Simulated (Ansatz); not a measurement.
`[GaH2][Br]` + HCl → `[Cl][GaH2]` + HBr at 400 K and 1 bar (ligand exchange at a Ga–Br bond).

Isolated molecules relaxed with PBE0-D4/def2-TZVP in Ansatz; ΔE leaves out vibrations. CBS: MP2 limit from def2 TZ/QZ plus the TZ coupled-cluster correction, frozen cores. This one scheme is used for every species. For Br, Ga outer-core shells are correlated without core-valence functions, which leaves a few kJ/mol of doubt a bond. Scalar relativity is left out up to krypton.

```json
{"species": "`[GaH2][Br]`", "CCSD(T)/CBS energy (Eh)": "-4498.49736", "H − E (kJ/mol)": "54.9", "S (J/(mol·K))": "292.5"}
{"species": "HCl", "CCSD(T)/CBS energy (Eh)": "-460.38127", "H − E (kJ/mol)": "29.6", "S (J/(mol·K))": "195.4"}
{"species": "`[Cl][GaH2]`", "CCSD(T)/CBS energy (Eh)": "-2384.95520", "H − E (kJ/mol)": "55.3", "S (J/(mol·K))": "280.7"}
{"species": "HBr", "CCSD(T)/CBS energy (Eh)": "-2573.91920", "H − E (kJ/mol)": "27.6", "S (J/(mol·K))": "207.2"}
```

H − E and S are ideal-gas, rigid-rotor, harmonic terms from PBE0-D4/def2-TZVP. 1 Eh = 2625.50 kJ/mol, R = 8.31446 J/(mol·K).

By hand: ΔE, ΔH, ΔS and ΔG.

ΔE = (-2384.95520) + (-2573.91920) − (-4498.49736) − (-460.38127) = 0.00423 Eh = 11.1 kJ/mol. Δ(H − E) = 55.3 + 27.6 − 54.9 − 29.6 = -1.6, so ΔH = 9.5 kJ/mol. ΔS = 280.7 + 207.2 − 292.5 − 195.4 = 0.0 J/(mol·K). ΔG = 9.5 − 400 × (0.0)/1000 = 9.5 kJ/mol.

By hand: the equilibrium constant, and the temperature at which ΔG would vanish if ΔH and ΔS stayed fixed.

log₁₀ K = −ΔG/(RT ln 10) = -1.2. With ΔH or ΔS at zero there is no such temperature.

The number of gas molecules stays the same, so ΔS is small and ΔH decides. A doubt of 5 kJ/mol in ΔE shifts log₁₀ K by 0.7 here. These are equilibria of isolated gas molecules and say nothing of rates. Largest T1 diagnostic: 0.012 (customary marks: 0.02 for closed shells, 0.045 for open ones).

ΔS is within the doubt of such terms, so its sign, and with it that verdict, could turn.
